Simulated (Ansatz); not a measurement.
Program: Ansatz. Geometries: PBE0-D4/def2-TZVP. ΔE: electronic, gas phase. CCSD(T)/CBS is the MP2 limit (def2-TZVPP, def2-QZVPP) plus CCSD(T) − MP2 in def2-TZVPP, frozen cores. This one scheme is used for every species. DFT in def2-TZVPP. For Ga outer-core shells are correlated without core-valence functions, which leaves a few kJ/mol of doubt a bond. Scalar relativity is left out up to krypton.

`F[CH](F)[GaH2]` + CH₃OH → `C[O][GaH2]` + `FCF`  (ligand exchange at a Ga–C bond)

`F[CH](F)[GaH2]`:

```xyz
7

F    -0.911    0.244    1.550
C    -0.824    0.255    0.178
F    -0.994    1.551   -0.226
Ga    1.019   -0.418   -0.325
H    -1.686   -0.309   -0.195
H     1.166   -1.851   -0.942
H     2.230    0.529   -0.041
```

CH₃OH:

Z-matrix (Å, degrees):
```
C
O 1 1.409
H 1 1.097 2 112.4
H 1 1.090 2 107.0 3 -118.5
H 1 1.097 2 112.4 3 123.0
H 2 0.959 1 108.5 3 -61.6
```

`C[O][GaH2]`:

```xyz
8

C     0.951    0.762   -0.142
O     0.386   -0.471   -0.497
Ga   -1.182   -1.056    0.116
H     1.928    0.605    0.329
H     0.328    1.338    0.556
H     1.106    1.375   -1.038
H    -1.927   -0.098    1.104
H    -1.589   -2.454   -0.427
```

`FCF`:

Z-matrix (Å, degrees):
```
C
F 1 1.351
F 1 1.351 2 108.6
H 1 1.093 2 108.8 3 118.2
H 1 1.094 2 108.8 3 -118.2
```

| level | ΔE (kJ/mol) |
| --- | --- |
| PBE-D4 | -102.7 |
| r2SCAN0 | -112.0 |
| LC-ωPBE | -105.5 |
| HF/def2-QZVPP | -122.1 |

Question: What does CCSD(T)/CBS give? (An estimate is asked.)

Answer: Ansatz gave: -110.8 kJ/mol. The listed levels differ from it by 8.1, -1.2, 5.3, -11.3 kJ/mol.

Largest T1 diagnostic among the species: 0.015.

From BLYP to BHLYP (50 % exact exchange), in def2-TZVPP and without D4, ΔE moves by −7.3 kJ/mol. Leaving LDA and LC-ωPBE aside and taking each functional with its dispersion term where it has one, the values, not all of them listed here, spread over 14.2 kJ/mol, from B97M-V to revPBE-D4. LDA lies −4.7 kJ/mol from PBE without D4. At CCSD(T), def2-SVP lies −13.2 kJ/mol from the extrapolated value and def2-TZVPP −4.8 kJ/mol.
